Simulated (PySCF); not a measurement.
## Spinor energies of Pt³⁺ (platinum, charge +3)

Start: [Xe] 4f14 5d7; 5d3/2 filled at m_j = -3/2, -1/2, +1/2, +3/2; 5d5/2 filled at m_j = +1/2, +3/2, +5/2. Calculated with PySCF 2.14 in x2c-TZVPPall-2c (11s11p10d3f1g, 124 functions): generalised Hartree-Fock with the X2C-1e Hamiltonian and a Gaussian nucleus; one run each with spin-orbit coupling (SO) switched off, then screened by Boettger's factors.

| spinor shell | electrons | ε, spin-free (eV) | ε, screened SO (eV) | weight of nominal j (screened SO) | rms radius, screened SO (bohr) |
| --- | --- | --- | --- | --- | --- |
| 1s1/2 | 2 | -78868.2 | -78839.1 | 1.000 | 0.0194 |
| 2s1/2 | 2 | -14035.5 | -14026.2 | 1.000 | 0.0782 |
| 2p1/2 | 2 | -12178.8 | -13421.8 | 1.000 | 0.0663 |
| 2p3/2 | 4 | -12178.8 | -11687.2 | 1.000 | 0.0741 |
| 3s1/2 | 2 | -3392.1 | -3388.9 | 1.000 | 0.200 |
| 3p1/2 | 2 | -2842.7 | -3118.5 | 1.000 | 0.191 |
| 3p3/2 | 4 | -2842.7 | -2731.3 | 1.000 | 0.207 |
| 3d3/2 | 4 | -2237.9 | -2286.2 | 1.000 | 0.182 |
| 3d5/2 | 6 | -2237.9 | -2203.0 | 1.000 | 0.186 |
| 4s1/2 | 2 | -793.03 | -791.92 | 1.000 | 0.441 |
| 4p1/2 | 2 | -609.75 | -676.15 | 1.000 | 0.447 |
| 4p3/2 | 4 | -609.75 | -582.53 | 1.000 | 0.480 |
| 4d3/2 | 4 | -382.21 | -392.61 | 1.000 | 0.496 |
| 4d5/2 | 6 | -382.21 | -374.28 | 1.000 | 0.507 |
| 5s1/2 | 2 | -155.26 | -154.95 | 1.000 | 1.02 |
| 4f5/2 | 6 | -127.40 | -128.93 | 0.997 | 0.563 |
| 4f7/2 | 8 | -127.40 | -125.23 | 0.998 | 0.565 |
| 5p1/2 | 2 | -104.17 | -116.86 | 0.988 | 1.11 |
| 5p3/2 | 4 | -104.17 | -98.664 | 0.994 | 1.20 |
| 5d3/2 | 4 | -45.796 | -46.807 | 0.770 | 1.56 |
| 5d5/2 | 3 | -45.796 | -44.522 | 0.755 | 1.61 |

```tsv
quantity	spin-free	screened SO
E (hartree)	-18397.61890	-18424.68314
M_J	9/2	9/2
⟨J²⟩	24.760	24.763
⟨L²⟩	12.008	13.321
⟨S²⟩	3.752	3.493
```

Each row is a mean over spinors that exchange with the open shell spreads, by up to 8.027 eV (5p3/2).

Rows whose weight is well below 1 are mixtures of j = l ± 1/2: exchange outweighs spin-orbit coupling there, and the label is only the starting occupation.

Breit and QED terms are absent; they matter most for the inner s and p1/2 levels.

Densities and radii are taken from the X2C orbitals without a picture-change correction, which distorts them close to the nucleus.

Without spin-orbit coupling the j labels of p, d and f shells carry no meaning; the spin-free column gives the mean over the occupied spinors of each nl shell.
